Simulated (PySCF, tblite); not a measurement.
Calculations on `CCOc1[c]cccc1` [radical], in the order of a workflow; each names the level of the geometry that it ran on. Settings lines and outputs come from a driver script.

Compound: C8H9O (doublet state).
Numbering: `[CH3:1][CH2:2][O:3][c:4]1[c:5][cH:6][cH:7][cH:8][cH:9]1` (hydrogens: H10, H11, H12 on C1; H13, H14 on C2; H15 on C6; H16 on C7; H17 on C8; H18 on C9)

Step 1: GFN2-xTB geometry optimisation, gas phase (tblite 0.8.0) (from a force-field or distance-geometry start)
```json
{"job": {"kind": "relax", "xc": "GFN2-xTB", "basis": "xTB"}, "charge": 0, "multiplicity": 2}
```
```
step      E/eV     max force
  0    -698.44981    2.114
  1    -698.55005    0.750
  2    -698.57208    0.327
...
 29    -698.58967    0.020
 30    -698.58975    0.025
 31    -698.58980    0.021
 32    -698.58984    0.014
 33    -698.58986    0.010
```

Energy lowered by 3.2 kcal/mol over 33 steps; largest atomic force 0.010 eV/Å at the end. «max force» is the largest atomic force in eV/Å.

Time: 0.21 s. Hardware: an AMD EPYC 9B14 with one thread, no GPU, on a shared host.

Step 2: GFN2-xTB harmonic vibrations, gas phase (tblite 0.8.0) (on the GFN2-xTB geometry)
```json
{"job": {"kind": "ir", "xc": "GFN2-xTB", "basis": "xTB"}, "charge": 0, "multiplicity": 2}
```
```
(table of modes left out)
```

48 modes from 40 to 3089 cm⁻¹ (unscaled, harmonic); zero-point energy 90.1 kcal/mol; all wavenumbers are real at this level.

Hardware: one thread of an AMD EPYC 9B14, shared host with 30 logical CPUs at a one-minute load of 11. Cost: 0.62 s.

Step 3: UKS B3LYP, pcH-1 on C H O, non-relativistic, mean-field spin-orbit, GIAO (PySCF 2.14.0) (on the GFN2-xTB geometry)
```json
{"job": {"kind": "epr", "basis": "pcH-1"}, "charge": 0, "multiplicity": 2}
```
```
...
E = -385.43022098 Eh   <S^2> = 0.7567 (exact 0.7500)
g shifts (ppm)      1          2          3
  rmc          -162       -162       -162
  gc             29          9         24
  oz_so        -475        -25        929
  total        -608       -178        791
hyperfine (MHz)  atom isotope    a_iso     a_fc   dipolar eigenvalues
    0   13C       1.20       1.20     -0.58     -0.44      1.02
    1   13C       5.18       5.18     -2.16     -0.43      2.60
    2   17O     -12.45     -12.45     -4.23      0.26      3.97
    3   13C      -7.42      -7.42    -15.06     -5.83     20.89
    4   13C     375.67     375.67    -78.66    -62.25    140.91
    5   13C       4.51       4.51    -13.07     -1.69     14.76
    6   13C      47.02      47.02     -6.38     -2.71      9.09
    7   13C      -4.56      -4.56     -5.79      2.05      3.74
    8   13C      29.77      29.77     -5.27     -1.94      7.21
    9    1H       1.26       1.26     -0.91     -0.68      1.59
   10    1H       1.27       1.27     -0.91     -0.68      1.59
   11    1H       1.70       1.70     -0.95     -0.83      1.78
   12    1H       4.21       4.21     -5.83     -2.76      8.59
   13    1H       4.20       4.20     -5.82     -2.76      8.58
   14    1H      66.11      66.11     -6.80     -5.61     12.42
...
```

⟨S²⟩ 0.757; g_iso 2.0023. rmc, gc and oz_so are the mass-correction, gauge-correction and orbital-Zeeman/spin–orbit parts of the g shift along its three principal axes; a_iso is the isotropic hyperfine coupling and a_fc its Fermi-contact part. The log counts atoms from 0, this text from 1.

Time: 75 s wall (grids of density and orbitals included); peak memory 1.1 GiB. Hardware: AMD EPYC 9B14, one thread, on a shared host.

Geometry of the electronic-property runs (GFN2-xTB):
```
atom  x, y, z in Å
C1     2.7252   -1.2963    1.4192
C2     1.4076   -1.2142    0.6682
O3     1.0166    0.1461    0.6002
C4    -0.1504    0.3819   -0.0438
C5    -0.9467   -0.5814   -0.6138
C6    -2.1187   -0.3355   -1.2585
C7    -2.5537    0.9856   -1.3555
C8    -1.7835    1.9909   -0.7965
C9    -0.5991    1.7065   -0.1477
H10    2.6064   -0.8931    2.4215
H11    3.4847   -0.7179    0.8997
H12    3.0495   -2.3308    1.4874
H13    0.6277   -1.7934    1.1829
H14    1.5116   -1.6162   -0.3499
H15   -2.7030   -1.1359   -1.6876
H16   -3.4804    1.2105   -1.8619
H17   -2.1123    3.0177   -0.8677
H18    0.0098    2.4818    0.2921
```

 (This holds for the electronic-property runs.)

One conformer stands for the species.
